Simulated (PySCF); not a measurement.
Cl₃NbO, charge +1, multiplicity 2. Atoms are numbered in the order given.

```xyz
5

Nb     0.0018    -0.1416     0.0000
O      0.2881    -1.9214     0.0000
Cl    -1.1525     0.3671     1.8452
Cl     2.1651     0.5114     0.0000
Cl    -1.1525     0.3671    -1.8452
```
Charge +1, spin multiplicity 2.

Coordinates come from a B3LYP-D3(BJ)/def2-SVP optimisation. The multiplicity is an assumed one; no other spin state was optimised. The isomer is the one that the SMILES or the coordinates give; other isomers of the formula were not compared. The def2 effective core potentials stand for the cores of Nb; spin–orbit coupling is left out.

Level of theory: TDA-LC-ωPBE/def2-SVPD run with PySCF.

Vertical excitations. Isolated molecule, no solvent.

Computed lowest excited states:
```tsv
state	energy (eV)	λ (nm)	f	main pairs
root 1	0.46	2680	0.000	β HOMO−9→LUMO 31 %, β HOMO−1→LUMO 30 %, β HOMO−4→LUMO 12 %, β HOMO→LUMO 12 %
root 2	1.19	1043	0.003	β HOMO−10→LUMO 38 %, β HOMO−2→LUMO 22 %, β HOMO−6→LUMO 14 %, β HOMO−8→LUMO 11 %
root 3	1.92	646	0.000	β HOMO−1→LUMO 42 %, β HOMO−4→LUMO 27 %, β HOMO→LUMO 25 %
root 4	2.33	531	0.040	β HOMO−3→LUMO 41 %, β HOMO−2→LUMO 38 %, β HOMO−5→LUMO 8 %
root 5	2.63	472	0.002	β HOMO→LUMO 58 %, β HOMO−4→LUMO 35 %
root 6	2.88	430	0.012	β HOMO−3→LUMO 43 %, β HOMO−5→LUMO 19 %, β HOMO−2→LUMO 18 %, β HOMO−8→LUMO 12 %
root 7	3.36	369	0.003	β HOMO−7→LUMO 37 %, β HOMO−1→LUMO 24 %, β HOMO−9→LUMO 17 %, β HOMO−4→LUMO 13 %
root 8	3.43	362	0.005	β HOMO−5→LUMO 49 %, β HOMO−10→LUMO 20 %, β HOMO−2→LUMO 14 %
root 9	3.76	330	0.001	β HOMO−8→LUMO 67 %, β HOMO−5→LUMO 12 %, β HOMO−10→LUMO 10 %
root 10	4.13	300	0.002	β HOMO−7→LUMO 48 %, β HOMO−9→LUMO 35 %, β HOMO−4→LUMO 9 %
```
Unrestricted roots are not spin-pure.
